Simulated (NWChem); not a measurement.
System: AuPH3I; SMILES [PH3]->[Au][I]

The following NWChem deck was run.

```
start job
memory heap 200 mb stack 900 mb global 1100 mb
geometry units angstroms noautoz
  Au    -0.308951    -0.238683    -0.495000
  I      0.950385     0.739468     1.526473
  P     -1.419761    -1.108253    -2.282838
  H     -1.161591    -2.454405    -2.640554
  H     -1.242186    -0.495521    -3.547633
  H     -2.835501    -1.147712    -2.242098
end
basis spherical
  Au library def2-svp
  I library def2-svp
  P library def2-svp
  H library def2-svp
end
ecp
  I library def2-ecp
  Au library def2-ecp
end
dft
  xc hfexch
  iterations 150
  mulliken
end
task dft energy
```

All runs use the structure optimised with PBE0/def2-SVP. def2 effective core potentials on I, Au; no spin-orbit coupling.

Problem. What results follow from this input? (Hartree-Fock/def2-SVP with def2 effective core potentials on I, Au.) Quantities: basis functions; energy (Ha); highest occupied level (eV); orbital gap (eV); dipole (D).

Solution. The number of basis functions is 91. The energy (Ha) is -773.89 and the highest occupied level (eV) comes out as -8.61. The orbital gap (eV) is 10.54 and the dipole (D) comes out as 8.88.
